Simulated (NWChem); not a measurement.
Molecule: SiBiH5; SMILES [BiH2][SiH3]

```xyz
7

Bi     0.0005    -0.4613     0.0264
H     -1.2985    -0.4489    -1.2157
H      1.2462    -0.4462    -1.2693
Si     0.0002     2.2135     0.0135
H     -0.0496     2.7795    -1.3678
H      1.2380     2.7056     0.6945
H     -1.1846     2.7070     0.7821
```
Atoms are numbered in this order, from 1.

Computed with NWChem. Medium grid unless said otherwise, to which SCAN and Minnesota functionals are sensitive. Geometry: optimised at PBE0/def2-SVP. def2 effective core potentials on Bi; no spin-orbit coupling. B3LYP is NWChem's, with the RPA form of VWN correlation.

Problem. Order these by “highest occupied level (eV)”, lowest first: TPSSh/def2-SVP; M06/def2-SVP; B3PW91/def2-SVP; OLYP/def2-SVP; PBE/def2-SVP.

Solution. B3PW91/def2-SVP (-7.14), M06/def2-SVP (-7.02), TPSSh/def2-SVP (-6.80), PBE/def2-SVP (-6.32), OLYP/def2-SVP (-6.10)
